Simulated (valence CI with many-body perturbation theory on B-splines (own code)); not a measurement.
## Sn29+: magnetic and hyperfine properties of the levels

Calculated by valence CI with perturbative core correlation (CI+MBPT): three valence electrons over a frozen Dirac-Fock core [Ar], radial functions for each j: 9 s, 9 p, 10 d, 8 f, 5 g, 3 h, 1 i, with the one-electron correlation potential Σ1, the two-electron term Σ2, the three-electron term Σ3, Breit, model QED; selected CI, second order for the rest (own B-spline code, finite nucleus).

The last digits are not significant, and no measured levels were compared; by estimate large intervals hold to a few tenths of a per cent, small ones and those within an open d or f shell to about a per cent. Only levels of the ground parity were solved; by the run's estimate the other parity begins above the list, which can be wrong where configurations are misplaced.

A/g_I is the dipole constant over the nuclear g factor μ/I (μ in nuclear magnetons, uniformly magnetised nucleus), B/Q the quadrupole constant per barn. Both hold the static response of the core; the bare values leave it out. Large factors of s and p1/2 electrons are usually good to 5 to 10 %; those of open d and f shells near neutrality can be off by tens of per cent, and small factors of p3/2, d and f electrons come from cancelling terms and can be off by a factor of two or in sign, in half-filled shells by more. B is blank for J = 1/2, where it vanishes, and for nearly pure S terms. Energies count from the lowest level.

Names give the largest LS component (configuration and term), which can be under half, so a name can repeat, a term be missing and a line seem to break the LS rules; names also repeat where a configuration has a term twice. Letters in brackets count levels of one name in rising energy.

```
         Level  E (eV)      g  A/g_I (MHz)  A/g_I bare  B/Q (MHz/b)  B/Q bare
    3d3 4F_3/2   0.000  0.536        24500       24200        -9410     -9620
    3d3 4F_5/2   6.769  1.038        13900       13900        -6050     -6180
    3d3 4F_7/2  10.951  1.151        13000       13200        -2120     -2170
    3d3 4P_3/2  12.151  1.327        11200       11500        -6980     -7130
3d3 2G_9/2 [a]  12.859  1.152        14200       14300         6550      6680
    3d3 4P_1/2  14.281  2.021       -11600      -10600                       
    3d3 2G_7/2  20.210  0.983        13900       14000         5320      5440
    3d3 2H_9/2  21.320  1.102        12500       12600        10700     10900
    3d3 4P_5/2  21.449  1.519         4560        5060        13500     13800
3d3 2D_3/2 [a]  24.441  1.167        12900       13100       -14100    -14400
    3d3 2P_1/2  25.840  1.307        -2400       -2030                       
   3d3 2H_11/2  27.332  1.087        13400       13500        30400     31000
3d3 2D_5/2 [a]  29.399  1.201        11700       11900        -3100     -3180
    3d3 2F_5/2  32.396  0.953        11300       11400        18500     18900
3d3 2G_9/2 [b]  33.150  1.087        10700       10800         8210      8390
    3d3 2F_7/2  33.516  1.122        13400       13500         7320      7480
    3d3 2P_3/2  35.887  1.198        12000       12200         3640      3710
3d3 2D_3/2 [b]  47.935  0.816        20200       20000        16600     16900
3d3 2D_5/2 [b]  49.542  1.155        10300       10500         9030      9220
```

Problem. Take the isotope of mass number 119, with I = 1/2, μ = -1.0459 μN. What is the hyperfine structure of 3d3 2G_9/2 [a]?

Solution. From the table A = -29700 MHz. Shifts from the centre of gravity in MHz: F = 4: 81700, F = 5: -66800.
